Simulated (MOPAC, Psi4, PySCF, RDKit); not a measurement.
Torsional profile of SMILES CC(C[SiH2][SeH])(C)C. Scanned: dihedral C2–C5–Si6–Se7; all other coordinates were relaxed at GFN2-xTB. Points at φ and −φ are mirror images. Heavy atoms are numbered in the order of the SMILES CC(C)(C)C[SiH2][SeH], hydrogens after them in the order of the atoms that carry them; the mirror image has the same energies with the sign of each dihedral reversed.

- RHF/3-21G = restricted Hartree-Fock/3-21G, density fitting // GFN2-xTB run with PySCF
- UFF // GFN2-xTB (RDKit)
- PM6, restricted, heats of formation // GFN2-xTB (MOPAC)
- PBE-D3(BJ)/def2-SVP // GFN2-xTB (Psi4)

Energies relative to the lowest point of each profile, in kcal/mol:

```csv
φ / °,RHF/3-21G,UFF,PM6
-150,0.2,1.1,0.2
-120,0.4,1.5,0.7
-90,0.5,0.5,0.7
-60,1.0,1.8,1.1
-30,2.5,3.7,2.6
0,3.7,4.7,3.4
30,2.5,3.7,2.6
60,1.0,1.8,1.1
90,0.5,0.5,0.7
120,0.4,1.5,0.7
150,0.2,1.1,0.2
180,0.0,0.0,0.0
```

Problem. Estimate the PBE-D3(BJ)/def2-SVP values at these points.

Solution. -150: 0.5; -120: 0.9; -90: 0.3; -60: 0.0; -30: 1.0; 0: 2.3; 30: 1.0; 60: 0.0; 90: 0.3; 120: 0.9; 150: 0.5; 180: 0.2 (kcal/mol).
